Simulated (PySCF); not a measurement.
A TDDFT job was run through a driver script with this input:

```
{"job": {"kind": "uv", "xc": "PBE0", "basis": "def2-SVPD", "ip": true, "dynamic": false}, "charge": 0, "multiplicity": 1}
C      3.286507     1.074188     1.007217
C      2.580912     0.214584     0.523954
C      1.695876    -0.791024    -0.020740
As    -0.069199    -0.793911     0.914236
C     -0.996113    -1.908010    -0.415605
C     -0.655811     0.965294     0.240831
C     -2.080698     1.307019     0.644183
H      3.923188     1.829068     1.428872
H      2.130833    -1.796600     0.097915
H      1.526166    -0.623373    -1.097536
H     -0.846016    -1.530207    -1.438781
H     -0.625295    -2.941548    -0.351973
H     -2.072995    -1.920983    -0.192326
H     -0.532582     0.984551    -0.855075
H      0.057347     1.694630     0.658696
H     -2.203299     1.300102     1.738683
H     -2.808364     0.592610     0.226482
H     -2.367798     2.308464     0.286154
```

Output (SCF cycles cut):

```
converged SCF energy = -2470.0687072113

Static polarisability (au): isotropic 105.677, principal 83.882 103.632 129.518

Singlet excitations
state   eV       nm        f      main configurations
  1   5.9748    207.5   0.11659   H->L 0.95
  2   6.2351    198.8   0.01908   H->L+1 0.26, H->L+2 0.23, H-1->L+4 0.13
  3   6.3350    195.7   0.04324   H->L+1 0.61, H->L+2 0.25
  4   6.3644    194.8   0.01465   H->L+2 0.32, H->L+3 0.22, H-2->L 0.12
  5   6.4889    191.1   0.02461   H-2->L 0.20, H-1->L 0.18, H->L+3 0.16
  6   6.6295    187.0   0.03633   H-2->L 0.20, H-1->L 0.20, H-2->L+3 0.17
  7   6.7091    184.8   0.02491   H->L+3 0.50, H-1->L 0.14, H->L+4 0.10
  8   6.8862    180.0   0.01584   H->L+4 0.47, H-1->L+2 0.40
  9   7.0076    176.9   0.02262   H-1->L+2 0.26, H-1->L+3 0.23, H->L+4 0.16
 10   7.1756    172.8   0.01633   H-1->L+1 0.73

Triplet excitations (Tamm-Dancoff, eV): 4.9483 5.1905 5.3855 5.6519
Vertical ionisation energy (delta-SCF) = 8.4724 eV
```

Method used: PySCF 2.14.0, density-fitted response routines, TDDFT PBE0/def2-SVPD, vertical, gas phase, core orbitals frozen in the response. Geometry: PBE0-D3(BJ)/def2-SVP, one conformer, isolated molecule. Relativistic effects, spin–orbit coupling among them, are left out although an element past zinc is present.

(1) What is the gap between the lowest singlet and the lowest triplet?

(2) What is the total energy of state 8 at this geometry?

(3) Give the energy of state 8 in hartree, cm⁻¹ and kJ/mol.

(4) How many basis functions and electrons does this run hold?

(5) Which orbital energies lie behind H and L?

(6) Which species is it?

## Answers

(1) 5.9748 − 4.9483 = 1.0265 eV (full response against Tamm–Dancoff).

(2) -2470.06871 + 0.25306 = -2469.81565 hartree.

(3) 0.25306 hartree, 55541 cm⁻¹, 664.4 kJ/mol.

(4) 246 basis functions for 80 electrons in 40 doubly occupied orbitals.

(5) HOMO -6.67 eV and LUMO 0.35 eV, a gap of 7.02 eV; state 1 differs from that by -1.05 eV.

(6) `C#CC[As](C)CC` (C6H11As), point group C1.

H and L stand for HOMO and LUMO.

Time: 5.1 min wall; peak memory 1.2 GiB. Hardware: Arm Neoverse V1, one thread, shared host with 32 logical CPUs at a one-minute load of 13.

The values belong to the conformer `[CH:1]#[C:2][CH2:3][As:4]([CH3:5])[CH2:6][CH3:7]`: C2–C3–As4–C5 166°, C3–As4–C6–C7 175°.
